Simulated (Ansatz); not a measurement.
Program: Ansatz. Geometries: PBE0-D4/def2-TZVP. ΔE: electronic, gas phase. CBS: MP2 limit from def2 TZ/QZ plus the TZ coupled-cluster correction, frozen cores. This one scheme is used for every species. DFT in def2-TZVPP. B3LYP here is the variant with VWN-RPA as its local correlation; programs differ in this. For Ge outer-core shells are correlated without core-valence functions, which leaves a few kJ/mol of doubt a bond. Scalar relativity is left out up to krypton. One conformer a species, not always the lowest.

`C[O][GeH3]` + `N[SiH](O)O` → `O[SiH](O)[NH][GeH3]` + CH₃OH  (ligand exchange at a Ge–O bond)

| level | ΔE (kcal/mol) | difference from CCSD(T)/CBS |
| --- | --- | --- |
| r2SCAN-D4 | 3.6 | 1.2 |
| B3LYP-D4 | 3.3 | 0.9 |
| ωB97X-V | 3.2 | 0.8 |
| B2PLYP | 4.0 | 1.6 |
| r2SCAN | 3.8 | 1.4 |
| MP2/def2-TZVPP | 2.8 | 0.4 |
| CCSD(T)/def2-TZVPP | 2.6 | 0.2 |
| HF/CBS(def2) | 3.7 | 1.3 |
| MP2/CBS(def2) | 2.6 | 0.2 |
| CCSD/CBS(def2) | 2.4 | 0.0 |
| CCSD(T)/CBS | 2.4 | 0 |

Largest T1 diagnostic among the species: 0.011.

The D4 term adds −1.1 kcal/mol with B3LYP and −0.7 kcal/mol with PBE0; it sums over pairs of atoms, weighted by their polarisabilities, and B3LYP, whose exchange is more repulsive, gets the larger term. From PBE to PBE0 (25 % exact exchange), in def2-TZVPP and without D4, ΔE moves by −0.9 kcal/mol. In def2-TZVPP, CCSD(T) changes the Hartree–Fock value by −0.9 kcal/mol (the triples alone add +0.0 kcal/mol) and MP2 by −0.8 kcal/mol.
